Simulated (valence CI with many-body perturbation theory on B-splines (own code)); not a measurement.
**Si: calculated level list**

Computed by relativistic CI+MBPT: four valence electrons over a frozen Dirac-Fock core [Ne], a basis of 9 s, 9 p, 8 d, 6 f, 3 g, 1 h functions for each j, with the one-electron correlation potential Σ1, the two-electron term Σ2, the three-electron term Σ3, Breit, model QED; selected CI, second order for the rest, scaled by the run's own slope (own B-spline code, finite nucleus).

Against 26 measured levels this calculation errs by 33 cm⁻¹ on average and by 176 at most. These come from a selection out of the NIST Handbook of Basic Atomic Spectroscopic Data. Levels without a partner in it may be off by more. Among the levels kept, up to 810 cm⁻¹ of a level comes from second order outside the variational space, and about a tenth of that is noise between levels of different J, which matters for small intervals.

Levels 1 to 39 of 39, with energies above the lowest level, 3s2.3p2 3P_0. "Leading %" is the weight of the configuration and term that name the level; weights of strongly mixed levels are sums over their largest components and can fall short, so below about 35 % the name and the second component can differ from the true leading terms, or belong to a minority configuration. In the jj column 3d3/2^4 stands for four electrons in 3d with j = 3/2. Lifetimes count E1, E2, E3, M1 and M2 decay at the calculated energies, and are blank where another channel may lead or the interval is too uncertain; long ones can be off by a factor of two.

```tsv
No.	Configuration	Term	J	E (cm⁻¹)	Leading %	Second component	Leading jj	Lifetime
1	3s2.3p2	3P	0	0.0	92		3s^2 3p1/2^2 (63 %)	
2	3s2.3p2	3P	1	78.6	92		3s^2 3p1/2 3p3/2 (92 %)	
3	3s2.3p2	3P	2	228	92		3s^2 3p3/2^2 (60 %)	22300 s
4	3s2.3p2	1D	2	6355	92		3s^2 3p1/2 3p3/2 (60 %)	280 s
5	3s2.3p2	1S	0	15516	89	4 % 3p4 1S	3s^2 3p3/2^2 (61 %)	1.09 s
6	3s.3p3	5S°	2	33150	95		3s 3p1/2 3p3/2^2 (53 %)	721 μs
7	3s2.3p.4s	3P°	0	39706	90		3s^2 3p1/2 4s (90 %)	4.54 ns
8	3s2.3p.4s	3P°	1	39786	89		3s^2 3p1/2 4s (68 %)	4.53 ns
9	3s2.3p.4s	3P°	2	39988	90		3s^2 3p3/2 4s (90 %)	4.51 ns
10	3s2.3p.4s	1P°	1	41028	87		3s^2 3p3/2 4s (67 %)	4.04 ns
11	3s.3p3	3D°	1	45233	52	29 % 3s2.3p.3d 3D°	3s 3p1/2 3p3/2^2 (23 %)	26.8 ns
12	3s.3p3	3D°	2	45253	53	29 % 3s2.3p.3d 3D°	3s 3p1/2 3p3/2^2 (35 %)	27.5 ns
13	3s.3p3	3D°	3	45279	52	29 % 3s2.3p.3d 3D°	3s 3p1/2 3p3/2^2 (52 %)	26.2 ns
14	3s2.3p.4p	1P	1	47300	87		3s^2 3p3/2 4p3/2 (41 %)	106 ns
15	3s2.3p.3d	1D°	2	47395	70	7 % 3s.3p3 1D°	3s^2 3p3/2 3d5/2 (31 %)	23.9 ns
16	3s2.3p.4p	3D	1	48042	88		3s^2 3p1/2 4p1/2 (56 %)	60.2 ns
17	3s2.3p.4p	3D	2	48127	89		3s^2 3p1/2 4p3/2 (52 %)	59.4 ns
18	3s2.3p.4p	3D	3	48288	89		3s^2 3p3/2 4p3/2 (89 %)	59.6 ns
19	3s2.3p.4p	3P	0	49029	89		3s^2 3p1/2 4p1/2 (64 %)	40.9 ns
20	3s2.3p.4p	3P	1	49065	81	8 % 3s2.3p.4p 3S	3s^2 3p1/2 4p3/2 (57 %)	41.4 ns
21	3s2.3p.4p	3P	2	49196	88		3s^2 3p3/2 4p3/2 (54 %)	40.8 ns
22	3s2.3p.4p	3S	1	49415	82	8 % 3s2.3p.4p 3P	3s^2 3p3/2 4p1/2 (47 %)	45.9 ns
23	3s2.3p.3d	3F°	2	49939	86		3s^2 3p1/2 3d3/2 (62 %)	2.94 μs
24	3s2.3p.3d	3F°	3	50020	85		3s^2 3p3/2 3d3/2 (43 %)	1.49 μs
25	3s2.3p.3d	3F°	4	50130	85		3s^2 3p3/2 3d5/2 (85 %)	4.07 μs
26	3s2.3p.4p	1D	2	50211	88		3s^2 3p3/2 4p3/2 (35 %)	44.7 ns
27	3s2.3p.3d	3P°	2	50533	68	18 % 3s.3p3 3P°	3s^2 3p1/2 3d5/2 (32 %)	12.7 ns
28	3s2.3p.3d	3P°	1	50596	68	19 % 3s.3p3 3P°	3s^2 3p3/2 3d3/2 (37 %)	12.7 ns
29	3s2.3p.3d	3P°	0	50623	67	19 % 3s.3p3 3P°	3s^2 3p3/2 3d3/2 (67 %)	12.4 ns
30	3s2.3p.4p	1S	0	51646	84		3s^2 3p3/2 4p3/2 (61 %)	45.0 ns
31	3s2.3p.3d	1F°	3	53429	85		3s^2 3p3/2 3d3/2 (38 %)	3.02 ns
32	3s2.3p.3d	1P°	1	53441	74	11 % 3s2.3p.5s 1P°	3s^2 3p3/2 3d5/2 (42 %)	8.13 ns
33	3s2.3p.3d	3D°	1	54214	55	16 % 3s.3p3 3D°	3s^2 3p1/2 3d3/2 (24 %)	3.51 ns
34	3s2.3p.3d	3D°	2	54238	59	17 % 3s.3p3 3D°	3s^2 3p3/2 3d3/2 (32 %)	3.25 ns
35	3s2.3p.5s	3P°	0	54238	90		3s^2 3p1/2 5s (90 %)	14.0 ns
36	3s2.3p.3d	3D°	3	54291	58	16 % 3s.3p3 3D°	3s^2 3p3/2 3d5/2 (46 %)	3.47 ns
37	3s2.3p.5s	3P°	1	54327	82		3s^2 3p1/2 5s (69 %)	12.0 ns
38	3s2.3p.5s	3P°	2	54574	90		3s^2 3p3/2 5s (90 %)	14.1 ns
39	3s2.3p.5s	1P°	1	54890	74	9 % 3s2.3p.3d 1P°	3s^2 3p3/2 5s (68 %)	7.86 ns
```

Names give the largest LS component (configuration and term), which can be under half, so a name can repeat, a term be missing and a line seem to break the LS rules; names also repeat where a configuration has a term twice.

Where two levels of one J and parity lie close, their mixing, g and order are uncertain.

The ionisation energy to 3s2.3p 2P°_1/2 of the next ion comes out as 8.1514 eV (NIST: 8.15168 eV (measured)). All 39 levels together are meant to be complete up to 55732 cm⁻¹.
